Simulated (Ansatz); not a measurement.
GaF3⁺. The state is a doublet with charge 1. Geometry PBE-D4/def2-TZVP, that of the neutral singlet; atoms count from 1.

```xyz
4

Ga    0.000    0.000    0.000
F    -1.011    1.310    0.556
F     1.451   -0.414    0.878
F    -0.440   -0.896   -1.433
```

**Question.** Estimate the Mulliken populations from the PBE0/def2-TZVP orbitals of Ansatz.

**Answer.** 
| atom | charge (e) | spin (α − β) |
| --- | --- | --- |
| Ga1 | 1.14 | -0.06 |
| F2 | -0.05 | 0.35 |
| F3 | -0.05 | 0.35 |
| F4 | -0.05 | 0.35 |
Mulliken values depend strongly on the basis.

**Question.** Where does the spin sit?

**Answer.** Summed by element: Ga -0.06, F 1.06, of 1 unpaired in all. Largest on single atoms: F2 0.35, F3 0.35, F4 0.35.

**Question.** And the Mayer bond orders between heavy atoms (over 0.3)?

**Answer.** Ga1–F2 0.98 (1.75 Å); Ga1–F3 0.98 (1.75 Å); Ga1–F4 0.98 (1.75 Å).
